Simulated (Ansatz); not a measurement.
Input file for `[SiH3][CH2][AlH][SiH3]`:

```yaml
crystal:
  periodic: [false, false, false]
  atoms:
    - {symbol: Si, position_ang: [-0.448107, 2.473682, -0.540720]}
    - {symbol: C, position_ang: [-0.761335, 0.652848, -0.303263]}
    - {symbol: Al, position_ang: [0.794135, -0.377585, 0.289334]}
    - {symbol: Si, position_ang: [0.554988, -2.803730, 0.611233]}
    - {symbol: H, position_ang: [-1.656121, 3.218908, -0.995031]}
    - {symbol: H, position_ang: [0.009403, 3.084053, 0.738287]}
    - {symbol: H, position_ang: [0.622181, 2.680230, -1.555542]}
    - {symbol: H, position_ang: [-1.565881, 0.504932, 0.428773]}
    - {symbol: H, position_ang: [-1.129117, 0.210324, -1.237877]}
    - {symbol: H, position_ang: [2.177839, 0.362296, 0.553081]}
    - {symbol: H, position_ang: [1.800525, -3.480597, 1.070113]}
    - {symbol: H, position_ang: [0.130999, -3.462582, -0.659943]}
    - {symbol: H, position_ang: [-0.509409, -3.097476, 1.616454]}
basis:
  gaussian: {orbitals: def2-TZVPP}
correlation: {method: ccsd_t}
```

```sh
$ ansatz run in.yaml --threads 4 --pin off --events-out ev --progress --plain --max-ram 10444MiB
```

The program prints (abridged):

```
Functional definition: HF
1599 factors; integrals over basis functions are off by at most 1.1e-3 eV
mean field evaluation 1: about -23477.9305 eV, gradient 3.1e1 eV
mean field evaluation 2: about -23478.1099 eV, gradient 3.1e1 eV
mean field evaluation 4: about -23481.3090 eV, gradient 3.7e0 eV
mean field evaluation 8: about -23481.3761 eV, gradient 1.2e-1 eV
mean field -23481.37617611 eV, -862.9246582237 hartree, gradient 5.8e-6 eV, S^2 0.000000; 0 other end points of the search recorded, 0 dependent functions left out
16 core orbitals not correlated: weight in the atoms' cores, before any rotation towards them, 1.000 or more for the frozen orbitals, at most 0.000 for the correlated occupied ones
reference -23481.37617611 eV, -862.9246582237 hartree; 12, 12 occupied and 255, 255 virtual orbitals, 1599 factors
second order -14.01197668 eV of doubles, -0.00000000 eV of singles
cycle   1  -15.37131257 eV  change    -1.4e0 eV  update   9.5e-2
cycle   2  -15.92775167 eV  change   -5.6e-1 eV  update   3.1e-2
cycle   3  -15.97191058 eV  change   -4.4e-2 eV  update   9.9e-3
cycle   4  -15.96650945 eV  change    5.4e-3 eV  update   3.3e-3
cycle   5  -15.96546575 eV  change    1.0e-3 eV  update   1.0e-3
cycle   6  -15.96513584 eV  change    3.3e-4 eV  update   3.4e-4
cycle   7  -15.96512934 eV  change    6.5e-6 eV  update   1.0e-4
cycle   8  -15.96517096 eV  change   -4.2e-5 eV  update   3.8e-5
cycle   9  -15.96517198 eV  change   -1.0e-6 eV  update   1.3e-5
perturbative correction -0.55786079 eV, -0.0205010060 hartree
Total energy: -23497.89920889 eV, -863.5318684785 hartree
```

Run time 3.4 min (4 threads of an Arm Neoverse N1 on a shared host); peak host memory 7.3 GiB.

Correlation energy per correlated electron: -0.688 eV. T1 diagnostic: 0.0119.
